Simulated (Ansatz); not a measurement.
Geometry optimisation, RKS r2SCAN-D4/def2-SVP in Ansatz 0.2.0.

Input:

```yaml
crystal:
  periodic: [false, false, false]
  atoms:
    - { symbol: B, position_ang: [-0.197503, 0.525335, -0.310323] }
    - { symbol: H, position_ang: [-0.105295, -0.226676, 1.963967] }
    - { symbol: H, position_ang: [0.845174, -0.045752, -0.515388] }
    - { symbol: O, position_ang: [-1.409422, -0.023773, -0.454761] }
    - { symbol: H, position_ang: [-1.379502, -0.954681, -0.718716] }
    - { symbol: Br, position_ang: [-0.128634, 2.471539, 0.165759] }
    - { symbol: H, position_ang: [0.046782, 0.468608, 2.052161] }
basis:
  gaussian: { orbitals: def2-SVP }
hamiltonian:
  xc: r2scan
  dispersion: d4
relax:
  f_tol: 0.03
  max_steps: 50
output:
  orbitals: {}
```

Run as:

```bash
$ ansatz run input.yaml --threads 2 --pin off --max-ram 3072MiB --backend cpu --events-out ev --progress --plain --runs-dir out
```

Problem. Where does it end, and by what steps?

Solution. The forces met the threshold. The force dipped under the threshold on the way, but the program's further checks kept it going. After 15 steps the energy has fallen by 0.200 eV; H2 moved furthest, 0.83 Å.

```json
{"step": "0", "energy less start (eV)": "0.0000", "largest force component (eV/Å)": "1.720", "accepted": "yes"}
{"step": "1", "energy less start (eV)": "-0.1483", "largest force component (eV/Å)": "0.420", "accepted": "yes"}
{"step": "2", "energy less start (eV)": "-0.1850", "largest force component (eV/Å)": "0.211", "accepted": "yes"}
{"step": "3", "energy less start (eV)": "-0.1957", "largest force component (eV/Å)": "0.089", "accepted": "yes"}
{"step": "4", "energy less start (eV)": "-0.1853", "largest force component (eV/Å)": "0.685", "accepted": "no"}
{"step": "5", "energy less start (eV)": "-0.1969", "largest force component (eV/Å)": "0.036", "accepted": "yes"}
{"step": "6", "energy less start (eV)": "-0.1985", "largest force component (eV/Å)": "0.021", "accepted": "yes"}
{"step": "7", "energy less start (eV)": "-0.1991", "largest force component (eV/Å)": "0.050", "accepted": "yes"}
{"step": "8", "energy less start (eV)": "-0.1993", "largest force component (eV/Å)": "0.074", "accepted": "yes"}
{"step": "9", "energy less start (eV)": "-0.1995", "largest force component (eV/Å)": "0.040", "accepted": "yes"}
{"step": "10", "energy less start (eV)": "-0.1998", "largest force component (eV/Å)": "0.033", "accepted": "yes"}
{"step": "11", "energy less start (eV)": "-0.1946", "largest force component (eV/Å)": "0.400", "accepted": "no"}
{"step": "12", "energy less start (eV)": "-0.2000", "largest force component (eV/Å)": "0.013", "accepted": "yes"}
{"step": "13", "energy less start (eV)": "-0.2001", "largest force component (eV/Å)": "0.037", "accepted": "yes"}
{"step": "14", "energy less start (eV)": "-0.2001", "largest force component (eV/Å)": "0.037", "accepted": "yes"}
{"step": "15", "energy less start (eV)": "-0.2002", "largest force component (eV/Å)": "0.026", "accepted": "yes"}
```

```xyz
7
Properties=species:S:1:pos:R:3
B -0.251 0.603 -0.566
H 0.071 -0.364 2.761
H 0.784 -0.003 -0.681
O -1.461 0.052 -0.753
H -1.412 -0.886 -0.982
Br -0.181 2.465 -0.094
H 0.121 0.347 2.498
```

Whether the end is a true minimum wasn't checked by a vibrational analysis.

Time of the run: 39 s on 2 threads of Arm Neoverse V1, with other jobs on the host, peak memory 0.16 GiB.
